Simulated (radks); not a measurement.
Values are calculated unless marked as measured or tabulated.
Cu2.5+, 26.5 electrons, occupied as [Ne] 3s2 3d10 3p(up 2.5, down 2) (fractional occupations, a model configuration). Level of theory: scalar-relativistic Kohn-Sham, PBE, spin-polarised, spherical densities, finite nucleus; Fermi nuclear charge, rms radius 3.8823 fm (a radial shooting solver on a logarithmic mesh with Libxc functionals).

Radial electron density D(r) = 4 pi r^2 rho(r):

```
   r/bohr * D(r) (the largest magnitude, 40, reaches the edge; | marks zero)
 0.004521 |    *
 0.005747 |      *
 0.007306 |          *
 0.009287 |               *
  0.01181 |                    *
  0.01501 |                            *
  0.01908 |                                   *
  0.02426 |                                          *
  0.03083 |                                               *
   0.0392 |                                               *
  0.04983 |                                            *
  0.06335 |                                       *
  0.08053 |                                     *
   0.1024 |                                         *
   0.1301 |                                                 *
   0.1654 |                                                      *
   0.2103 |                                                 *
   0.2674 |                                   *
   0.3399 |                         *
   0.4321 |                         *
   0.5493 |                             *
   0.6983 |                           *
   0.8877 |                   *
    1.128 |          *
    1.435 |    *
    1.824 | *
    2.318 *
    2.947 *
```

D(r) has 3 maxima, at r = 0.0362, 0.167, 0.590 bohr, and minima at 0.0786, 0.383 bohr, inside which lie 2.10, 11.00 electrons.
